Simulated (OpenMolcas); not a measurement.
Predicting a hybrid from its neighbours: CH5BN2

The species is CH5BN2 (9 atoms), meant as a singlet with charge 0. As SMILES, `B1NCN1`. Geometry: relaxed at PBE0-D4/def2-TZVP.

The HOMO–LUMO gap y, in eV, basis def2-SVPD; a is the functional's share of exact exchange. Programs: OpenMolcas 26.06.

| functional | program | a | y (eV) |
| --- | --- | --- | --- |
| TPSS | OpenMolcas | 0 | 6.02 |
| r2SCAN | OpenMolcas | 0 | 6.48 |
| B3LYP | OpenMolcas | 0.2 | ? |
| PBE0 | OpenMolcas | 0.25 | 7.84 |
| BHLYP | OpenMolcas | 0.5 | 9.51 |

**Question.** Fit y = c + s·a to the known rows and predict B3LYP.

**Answer.** 
1. Means of the 4 rows: a = 0.1875, y = 7.463.
2. Σ(Δa)² = 0.17188, Σ(Δa·Δy) = 1.1181, so the slope is 1.1181/0.17188 = 6.5051.
3. Intercept: 7.463 − (6.5051) × 0.1875 = 6.243. The largest residual of the fit is 0.24.
4. B3LYP: 6.243 + (6.5051) × 0.2 = 7.54 eV.

The run gave 7.29 eV, so the prediction is off by +0.25 eV, about the largest residual. Exact exchange lowers occupied levels and raises empty ones. The rows mix families of semi-local functionals, which the line can't see.
